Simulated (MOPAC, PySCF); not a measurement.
C₅H₅NSi, SMILES `N#CC1=CC=C[SiH2]1`, neutral singlet in the gas phase. 

Cartesian coordinates (Å):
```xyz
12

N      3.5340    -0.4880    -0.2508
C      2.3755    -0.3918    -0.1967
C      0.9721    -0.2165    -0.1053
C      0.0475    -1.1357    -0.5012
C     -1.3709    -0.7687    -0.3254
C     -1.6324     0.4459     0.2131
Si     0.0144     1.2787     0.5638
H      0.3208    -2.1041    -0.9312
H     -2.1487    -1.4767    -0.6297
H     -2.6507     0.8019     0.3804
H      0.2804     1.5362     2.0056
H      0.2580     2.5189    -0.2224
```
Charge 0, spin multiplicity 1.

All levels are single points at this geometry (B3LYP-D3(BJ)/def2-SVP); Pople sets use spherical d functions. Orbital energies aren't observables, and empty levels follow the basis.

B3LYP/6-311+G** in PySCF gives gap (eV) = 4.31.

Question: Estimate the gap (eV) from each of these levels: B3LYP-D3(BJ)/def2-TZVP in PySCF; PBE-D3(BJ)/def2-TZVP in PySCF; M06-2X/6-31G* in PySCF; HF/3-21G in PySCF; PM6 in MOPAC.

Answer: 
```json
[
 {"level": "B3LYP-D3(BJ)/def2-TZVP in PySCF", "gap (eV)": "4.31"},
 {"level": "PBE-D3(BJ)/def2-TZVP in PySCF", "gap (eV)": "2.88"},
 {"level": "M06-2X/6-31G* in PySCF", "gap (eV)": "6.70"},
 {"level": "HF/3-21G in PySCF", "gap (eV)": "10.46"},
 {"level": "PM6 in MOPAC", "gap (eV)": "8.87"}
]
```
